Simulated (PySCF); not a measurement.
UHF on Nb⁺ (niobium, charge +1)

Configuration: [Kr] 4d3 5p1, one real determinant (an excited configuration). All numbers are calculated (PySCF 2.14, the spin-free X2C one-electron Hamiltonian (Gaussian nucleus), in x2c-QZVPPall (13s8p7d3f2g, 111 functions)).

```json
{
 "Total energy": "-3816.913931 hartree",
 "One-electron energy": "-5254.7946 hartree",
 "Hartree (Coulomb) energy": "1555.5039 hartree",
 "Exchange energy": "-117.6232 hartree",
 "⟨S²⟩": "6.0050",
 "⟨L²⟩": "14.063",
 "Sum of ⟨r⟩": "29.03 bohr",
 "Sum of ⟨r²⟩": "51.52 bohr²",
 "Traceless quadrupole moment −½Σ⟨3z² − r²⟩ along its main axis": "-7.82 e·bohr²",
 "Langevin diamagnetic susceptibility": "-40.8 ×10⁻⁶ cm³/mol"
}
```

| shell | electrons | mean orbital energy (eV) | spread (eV) | rms radius, mean of both spins (bohr) |
| --- | --- | --- | --- | --- |
| 1s β | 1 | -19098.0 | 0 | 0.0415 |
| 1s α | 1 | -19098.0 | 0 | 0.0415 |
| 2s α | 1 | -2754.7 | 0 | 0.171 |
| 2s β | 1 | -2754.2 | 0 | 0.171 |
| 2p α | 3 | -2455.2 | 0.021 | 0.152 |
| 2p β | 3 | -2454.7 | 0.035 | 0.152 |
| 3s α | 1 | -500.70 | 0 | 0.471 |
| 3s β | 1 | -500.42 | 0 | 0.471 |
| 3p α | 3 | -399.94 | 0.017 | 0.478 |
| 3p β | 3 | -399.59 | 0.089 | 0.478 |
| 3d α | 5 | -235.07 | 0.883 | 0.473 |
| 3d β | 5 | -234.24 | 0.255 | 0.473 |
| 4s α | 1 | -85.163 | 0 | 1.24 |
| 4s β | 1 | -81.533 | 0 | 1.24 |
| 4p α | 3 | -56.512 | 0.028 | 1.39 |
| 4p β | 3 | -51.490 | 0.290 | 1.39 |
| 4d α | 3 | -18.679 | 0.162 | 2.04 |
| 5p α | 1 | -9.207 | 0 | 4.48 |

⟨L²⟩ = 14.06 against 20 for a pure G term, so this real determinant mixes terms.

Densities and radii are taken from the X2C orbitals without a picture-change correction, which distorts them close to the nucleus.

Spin-orbit constants ζ (cm⁻¹) from the X2C one-electron operator on these orbitals: bare nucleus, nucleus screened by l(l+1)(2l+1)/3 electrons, and screened by the Breit-Pauli mean field of the electrons.

```csv
shell,bare,screened nucleus,mean field
2p,522500,497000,n/a
3p,85700,81520,n/a
3d,11940,9028,n/a
4p,10730,10210,n/a
4d,774.2,585.4,n/a
5p,765.7,728.3,n/a
```

To first order the Landé constant is A = 155.3 cm⁻¹, so the lowest level has J = 2 and lies 0.193 eV below the centre of the term. This holds in LS coupling only.
